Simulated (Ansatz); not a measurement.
Isomers of H2OSi: 1 is O[SiH], 2 is O=[SiH2]; one conformer of each (the lowest of an xTB search), B3LYP-D3(BJ)/def2-TZVP minima.
Isomer 1 (charge 0, multiplicity 1, Z-matrix in Å and degrees):
```
O
H 1 0.9627
Si 1 1.6589 2 119.68
H 3 1.5455 1 97.97 2 -0.02
```
Isomer 2 (charge 0, multiplicity 1):
```xyz
4

O      1.27474    -0.46003     0.43079
Si     0.02840    -0.01026    -0.31293
H     -1.09483    -0.90783    -0.66705
H     -0.20830     1.37813    -0.77024
```

No zero-point or thermal terms.

Correlated levels freeze the cores. CBS: X⁻³ extrapolation of the correlation energy, Hartree–Fock from the larger set.

Programs: Ansatz (a first-principles code). 

**Question.** Estimate the electronic energy of isomer 2 less that of isomer 1 that B3LYP/def2-TZVPP returns for this input.

**Answer.** 4 kJ/mol
